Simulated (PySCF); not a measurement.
**O: interval between two levels**

O [He] 2s2 2p4 [3P2, M_J = 2] → O [He] 2s1 2p5 [3P2, M_J = 2], as a difference of total energies. Computed with PySCF 2.14 in x2c-SVPall-2c with one added diffuse shell of s type (4s2p1d, 15 functions), with the two-component X2C-1e Hamiltonian. Correlated levels: 1s2 frozen. "Screened" scales the spin-orbit matrix elements by Boettger's factors to mimic the two-electron term; Breit and QED terms are absent.

```
                    method  interval between two levels (cm⁻¹)
           GHF (spin-free)                              133130
          GMP2 (spin-free)                              127640
 GHF (screened spin-orbit)                              133130
GMP2 (screened spin-orbit)                              127650
```

The labels give the starting determinants; with spin-orbit coupling the two ends relaxed to ⟨J²⟩ = 6.01, ⟨L²⟩ = 2.00, ⟨S²⟩ = 2.01 and ⟨J²⟩ = 6.01, ⟨L²⟩ = 2.00, ⟨S²⟩ = 2.01.
